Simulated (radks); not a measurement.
Results of a calculation; reference values are marked as such.
Er35+, configuration [Ar] 3d10 4s1 4p3 5s1 (not the ground configuration). Code: a radial shooting solver on a logarithmic mesh with Libxc functionals. Model: Dirac Kohn-Sham, LDA (Slater exchange, Perdew-Wang correlation), spin-unpolarised, spherical densities, finite nucleus; open shells fill j = l - 1/2 first; Fermi nuclear charge, rms radius 5.2516 fm.

Spin-orbit splittings of the eigenvalues, e(l+1/2) - e(l-1/2), with zeta = 2 splitting/(2l+1) and mean radii in bohr:

| shell | occ. | splitting (eV) | zeta (eV) | <r> j=l-1/2 | <r> j=l+1/2 |
|---|---|---|---|---|---|
| 2p | 6 | 918.2 | 612.1 | 0.07139 | 0.07864 |
| 3p | 6 | 199.5 | 133.0 | 0.2113 | 0.2242 |
| 3d | 10 | 44.22 | 17.69 | 0.1967 | 0.2007 |
| 4p | 3 | 63.15 | 42.10 | 0.4475 | 0.4664 |
| 4d | 0 | 13.77 | 5.508 | 0.4556 | 0.4609 |
| 5p | 0 | 27.83 | 18.55 | 0.7721 | 0.7964 |
